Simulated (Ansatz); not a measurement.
Born–Oppenheimer molecular dynamics of H5InO3 (9 atoms, charge 0, multiplicity 1). It starts at the highest image of a converged band. Of that band: The profile has 2 maxima (images 1, 5) with wells between them (image 4): this band takes more than one step, which may be the mechanism or a detour left from its start path. A structure lower than the first end lies on the path between it and the top, so the climb from that side starts below the end, which may itself be a saddle point or a shallow side well. Neighbouring images differ by up to 1.3 eV, so the band resolves the path poorly. A vibrational analysis at the climbing image gives one clearly imaginary mode, 1236i cm⁻¹: a first-order saddle point.

Theory: RKS B3LYP-D4/def2-SVP (Ansatz).

* ensemble: NVE (velocity Verlet)
* time step: 0.5 fs
* steps asked: 200
* starting velocities drawn for: 100 K
* seed: 10243

First frame:

```xyz
9
Properties=species:S:1:pos:R:3
In -0.121 0.025 -0.035
O 0.080 0.088 2.106
H -0.685 -0.162 2.648
O 1.437 -0.634 -1.103
H 2.271 -0.496 -0.630
O -2.037 -0.195 -0.560
H -2.123 -0.496 -1.476
H 0.135 1.924 0.837
H 0.087 1.316 1.612
```

Problem. How far do the bonds stretch over the last three quarters of this one trajectory? (Pairs bonded in most of those frames.)

Solution. 
| bond | mean (Å) | spread (Å) | shortest | longest |
| --- | --- | --- | --- | --- |
| In1–O4 | 2.032 | 0.025 | 2.00 | 2.07 |
| In1–O6 | 2.024 | 0.022 | 1.99 | 2.06 |
| In1–H8 | 1.755 | 0.069 | 1.63 | 1.88 |
| O2–H3 | 0.977 | 0.038 | 0.90 | 1.05 |
| O2–H9 | 0.985 | 0.063 | 0.88 | 1.10 |
| O4–H5 | 0.968 | 0.007 | 0.96 | 0.98 |
| O6–H7 | 0.971 | 0.015 | 0.95 | 0.99 |

Mean temperature of the second half: 986 K. The conserved energy stayed within 0.59 meV per atom of its start (net change -0.17 meV per atom), so the integration is sound. The kinetic energy rose, since the run started high on the potential surface and went downhill. It ends in pieces (H2O + H3InO2), so much of that is their flight and rotation, not heat. A run of 0.1 ps of so small a system gives no equilibrium averages. The orbitals stay closed-shell, which can raise the energy where a bond breaks towards radicals; this wasn't checked here.

The run took 8.4 min on 2 threads of Arm Neoverse V1 (shared host), peak memory 0.2 GiB.
